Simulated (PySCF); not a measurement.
## C5H6FO: g tensor and hyperfine couplings

C5H6FO (doublet state).
Z-matrix (Å and degrees, GFN2-xTB geometry), rows numbered from 1:
```
F 
C   1  1.4341
C   2  1.4720  1  109.74
C   3  1.4747  2  120.09  1   -96.35
O   4  1.4163  3  115.89  2   -33.30
C   5  1.3455  4  117.28  3    23.70
C   6  1.3293  5  126.93  4    -8.11
H   2  1.0994  1  102.60  3   119.30
H   3  1.0753  2  119.63  1    66.11
H   4  1.1108  3  109.35  2    87.83
H   4  1.0971  3  111.16  2  -154.71
H   6  1.0809  5  110.59  4   173.49
H   7  1.0755  2  117.88  1   -66.12
```

The species is `F[C@@H]1[CH]COC=C1` [radical].

Computed, not measured: UKS B3LYP, pcH-1 on C F H O, non-relativistic, mean-field spin-orbit, GIAO in PySCF 2.14.0. One conformer (not necessarily the lowest) at the GFN2-xTB geometry, without solvent, vibrations or thermal averaging. A GFN2-xTB geometry isn't a minimum of the functional, and hyperfine couplings can be far from their values at a DFT geometry. No stability test was run, so a lower SCF solution isn't excluded.

* g1, g2, g3: 2.00225, 2.00261, 2.00293
* g_iso: 2.00260
* Form of g: rhombic: the two nearest values differ by 47 % of g3 − g1
* ⟨S²⟩: 0.7539 (exact 0.7500)
* α and β electrons: 27, 26
* Total energy: -369.13841 Eh
* Basis functions: 235

Isotropic coupling and dipolar principal values T1 to T3, in mT; ρ(0) is the spin density at the nucleus (MHz turned into mT with g_iso):

| atom | isotope | a_iso | T1 | T2 | T3 | Mulliken spin population | ρ(0) (bohr⁻³) |
| --- | --- | --- | --- | --- | --- | --- | --- |
| F1 | 19F | 6.95 | -4.17 | -3.75 | 7.92 | 0.04 | 0.0463 |
| C2 | 13C | -0.12 | -0.07 | -0.02 | 0.09 | -0.04 | -0.0030 |
| C3 | 13C | 3.45 | -2.80 | -2.78 | 5.59 | 0.97 | 0.0860 |
| C4 | 13C | -1.33 | -0.11 | -0.03 | 0.14 | -0.07 | -0.0330 |
| O5 | 17O | -0.15 | -0.21 | 0.10 | 0.11 | 0.01 | 0.0069 |
| C6 | 13C | -0.02 | -0.05 | 0.01 | 0.04 | 0.00 | -0.0004 |
| C7 | 13C | 0.04 | -0.09 | -0.01 | 0.09 | 0.01 | 0.0010 |
| H8 | 1H | 0.92 | -0.23 | -0.12 | 0.35 | 0.01 | 0.0058 |
| H9 | 1H | -2.12 | -1.31 | -0.06 | 1.37 | -0.04 | -0.0133 |
| H10 | 1H | 6.27 | -0.22 | -0.06 | 0.28 | 0.08 | 0.0393 |
| H11 | 1H | 2.43 | -0.20 | -0.16 | 0.35 | 0.02 | 0.0152 |
| H12 | 1H | -0.01 | -0.06 | -0.05 | 0.10 | 0.00 | -0.0001 |
| H13 | 1H | -0.05 | -0.08 | -0.05 | 0.13 | 0.00 | -0.0003 |

Largest spin populations (Mulliken): C3 (+0.97), H10 (+0.08) and C4 (-0.07). No atom but C3 exceeds +0.15. The positive populations add up to 1.16 and the negative ones to -0.16, together 2S = 1. The angles at C3 add up to 357.7°, so it is nearly planar; its axial dipolar tensor and the negative coupling of its proton fit spin in a p orbital normal to that plane.

Axes: g3 points within 13° of the C2–C3 bond.

Under fast tumbling the dipolar parts average out, and these isotropic splittings remain: 1 × 19F (F1, I = 1/2, 2 lines) with 6.95 mT, 1 × 1H (H10, I = 1/2, 2 lines) with 6.27 mT, 1 × 1H (H11, I = 1/2, 2 lines) with 2.43 mT, 1 × 1H (H9, I = 1/2, 2 lines) with 2.12 mT, 1 × 1H (H8, I = 1/2, 2 lines) with 0.92 mT and 1 × 1H (H13, I = 1/2, 2 lines) with 0.05 mT.

The 13C coupling of C3 (96.7 MHz) shows only in satellite lines or after enrichment, since that isotope makes up about 1.07 % of natural carbon.

β density exceeds α density at some nuclei, such as C4 (-0.0330), H9 (-0.0133) and C2 (-0.0030), spin density in bohr⁻³. In a single determinant that takes different orbitals for the two spins, that is spin polarisation.
